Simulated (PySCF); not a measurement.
SiAs at M06

Computed with M06; PySCF, scalar-relativistic core potentials, basis sets Si cc-pV(D+d)Z, As cc-pVDZ-PP with ECP10.

| Item | Value |
| --- | --- |
| state | ²Π (doublet), unpaired electrons π ↑ |
| bond length | 2.181 Å |
| harmonic wavenumber | 500 cm⁻¹ |
| force constant | 3.00 mdyn/Å |
| rotational constant Be | 0.1739 cm⁻¹ |
| anharmonicity ωexe | 1.56 cm⁻¹ |
| vibration–rotation constant αe | 0.000717 cm⁻¹ |
| well depth De to Si + As | 82.8 kcal/mol |
| dissociation energy D0 | 82.1 kcal/mol |
| bond order (Mayer) | 2.28 |
| dipole moment (positive dipole means Si(−)As(+)) | -0.41 D |

Spin–orbit coupling is left out. The state is the lowest determinant that a PBE0 search found; another state may lie lower at other levels.
